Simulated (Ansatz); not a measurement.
Start from `[CH3][SnH]([CH3])[CH3]` and change one atom or group to get `[CH3][SnH]([CH3])[OH]`.

Ansatz, PBE0-D4/def2-TZVP geometries, multiplicity 1. Each molecule was computed in one conformer, which needn't be the lowest.

Elements past krypton have def2 core potentials.

| property | `[CH3][SnH]([CH3])[CH3]` |
| --- | --- |
| HOMO–LUMO gap (B3LYP/def2-TZVPP) / eV | 8.06 |
| HOMO energy (PBE/def2-TZVPP) / eV | -6.65 |
| HOMO energy (B3LYP/def2-TZVPP) / eV | -7.61 |
| HOMO–LUMO gap (ωB97M-V/def2-TZVPP) / eV | 11.98 |
| ideal-gas entropy at 298 K and 1 bar (rigid rotor, harmonic PBE0-D4/def2-TZVP) / J/(mol·K) | 376 |
| LUMO energy (B3LYP/def2-TZVPP) / eV | 0.45 |

Give the same properties after the change, and the shifts. (Estimate.)

Ansatz gave: 
```csv
property,`[CH3][SnH]([CH3])[OH]`,shift
HOMO–LUMO gap (B3LYP/def2-TZVPP) / eV,7.28,-0.78
HOMO energy (PBE/def2-TZVPP) / eV,-6.17,0.48
HOMO energy (B3LYP/def2-TZVPP) / eV,-7.41,0.20
HOMO–LUMO gap (ωB97M-V/def2-TZVPP) / eV,11.42,-0.56
"ideal-gas entropy at 298 K and 1 bar (rigid rotor, harmonic PBE0-D4/def2-TZVP) / J/(mol·K)",384,8
LUMO energy (B3LYP/def2-TZVPP) / eV,-0.13,-0.58
```

With PBE0 the HOMO rises by 0.18 eV and the LUMO falls by 0.63 eV, so the gap narrows by about 0.81 eV. PBE moves the HOMO by 0.48 eV and ωB97M-V by 0.10 eV. The zero-point energy changes by -60.4 kJ/mol with -6 modes. Modes under 60 cm⁻¹, often nearly free rotors, make the harmonic entropy too high.

B3LYP here is the variant with VWN-RPA as its local correlation; programs differ in this.
